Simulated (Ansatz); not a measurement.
Results of the Gaussian-basis code of Ansatz.

A structure relaxed at PBE0-D4/def2-TZVP, charge 0, multiplicity 2:

Cartesian coordinates in Å:
```
C 1.5278 -0.0163 -0.3572
O 0.5714 -0.5624 0.5304
Si -0.8900 0.0736 0.8753
S -1.9383 0.3136 -0.9806
Cl -1.7790 -1.2838 2.1373
H 2.2461 -0.8018 -0.5929
H 1.0650 0.3329 -1.2848
H 2.0571 0.8178 0.1114
H -2.8601 1.1264 -0.4389
```

**Question.** Give its formula and SMILES.

**Answer.** CH4ClOSSi, `CO[Si](S)Cl`.

**Question.** Summarise the bond lengths by kind.

**Answer.** 1 × C–O 1.414 Å; 3 × C–H 1.090 to 1.094 Å; 1 × O–Si 1.631 Å; 1 × S–Si 2.145 Å; 1 × Cl–Si 2.056 Å; 1 × H–S 1.343 Å.
